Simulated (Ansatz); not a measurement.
```yaml
crystal:
  periodic: [false, false, false]
  atoms:
    - {symbol: O, position_ang: [2.273505, 3.292495, -2.047624]}
    - {symbol: In, position_ang: [1.097114, 1.489565, -0.887120]}
    - {symbol: O, position_ang: [-1.192586, 0.896170, -1.569526]}
    - {symbol: Si, position_ang: [-2.638337, -0.383218, -0.904595]}
    - {symbol: O, position_ang: [2.139036, 0.252605, 0.945895]}
    - {symbol: Si, position_ang: [1.626190, -1.358504, 2.093373]}
    - {symbol: H, position_ang: [1.591060, 3.772695, -2.912569]}
    - {symbol: H, position_ang: [-2.595647, -0.544543, 0.953068]}
    - {symbol: H, position_ang: [-4.302749, 0.274352, -1.406212]}
    - {symbol: H, position_ang: [-2.416515, -2.081344, -1.633711]}
    - {symbol: H, position_ang: [3.178575, -2.158890, 2.725768]}
    - {symbol: H, position_ang: [0.663301, -2.611388, 1.102903]}
    - {symbol: H, position_ang: [0.577054, -0.840008, 3.540377]}
basis:
  gaussian: {orbitals: def2-mTZVP}
total_charge: 1
magnetization: {spin_polarized: true, initial_magnetization: 1}
hamiltonian: {xc: {name: B97M-V}}
```

```sh
$ ansatz run in.yaml --threads 4 --pin off --events-out ev --progress --plain --max-ram 11315MiB
```

Shortened log:

```
Functional definition: B97M-V
1556 factors; their error is unknown
mean field evaluation 1: about -27115.7385 eV, gradient 1.1e2 eV
mean field evaluation 2: about -26522.9369 eV, gradient 2.3e2 eV
mean field evaluation 4: about -27040.8009 eV, gradient 1.0e2 eV
mean field evaluation 8: about -27163.6610 eV, gradient 4.8e0 eV
mean field evaluation 16: about -27164.1040 eV, gradient 5.7e-3 eV
mean field evaluation 64: about -27163.9570 eV, gradient 5.5e-4 eV
mean field -27164.10404207 eV, -998.2624110551 hartree, gradient 5.0e-6 eV, S^2 1.352811; 12 other end points of the search recorded, 0 dependent functions left out
reference -27164.10415427 eV, -998.2624151783 hartree; 40, 39 occupied and 133, 134 virtual orbitals, 1556 factors
Total energy: -27164.10415427 eV, -998.2624151783 hartree
```

Run time 68 s (4 threads of an Intel Xeon 6975P-C on a shared host); peak host memory 0.87 GiB.
